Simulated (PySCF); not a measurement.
GaH₃Se₂. Atoms are numbered in the order given.

```xyz
6

Ga     0.0000     0.0000    -0.7982
H      0.0000     0.0000    -2.3601
Se     0.0000    -2.0408     0.3492
H      0.0000    -1.4061     1.6815
Se     0.0000     2.0408     0.3492
H      0.0000     1.4061     1.6815
```
Charge 0, spin multiplicity 1.

The structure is a stationary point at B3LYP-D3(BJ)/def2-SVP. The structure was generated by enumeration; whether it is a known compound was not checked. Other conformers were not sampled.

Computed with B3LYP/pcSseg-1 (PySCF).

GIAO shieldings, no solvent; atoms alike by connectivity are averaged. δ = σ(ref) − σ: ¹H against TMS (σ = 31.68 ppm); ⁷⁷Se against Me2Se (σ = 1647.9 ppm), references at their B3LYP-D3(BJ)/def2-TZVP geometries, non-relativistic.

Computed chemical shifts:
```
nucleus     atoms  count  δ (ppm)
-------  --------  -----  -------
¹H             H2      1     6.76
¹H         H4, H6      2     1.58
⁷⁷Se     Se3, Se5      2   -124.3
```
